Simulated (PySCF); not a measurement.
## F²⁺: excitation energy

F²⁺ [He] 2s2 2p3 (4S) → F²⁺ [He] 2s1 2p4 (4P), as a difference of total energies. Calculation: PySCF 2.14, in x2c-TZVPPall (5s3p2d1f, 31 functions); the spin-free X2C one-electron Hamiltonian (Gaussian nucleus). Correlated levels: valence: 1s2 frozen; valence and next inner shell: nothing frozen. The calculations carry no spin-orbit coupling.

```
                                method  excitation energy (eV)
                                   UHF                  18.929
                                   LDA                  18.124
                                   PBE                  17.833
                                  PBE0                  18.189
                                r2SCAN                  17.833
                             BHandHLYP                  18.672
                                 B97-3                  18.691
                               wB97M-V                  18.557
                                 HSE06                  18.150
                                  ROHF                  18.860
                         MP2 (valence)                  18.971
                     SCS-MP2 (valence)                  18.982
    MP2 (valence and next inner shell)                  18.949
SCS-MP2 (valence and next inner shell)                  18.970
```

Q: How much does correlation contribute at MP2 (valence and next inner shell)?

A: 18.949 − (18.929) = 0.020 eV, measured against UHF.

A first-order spin-orbit estimate (lowest level to lowest level, LS coupling) adds -0.024 eV.
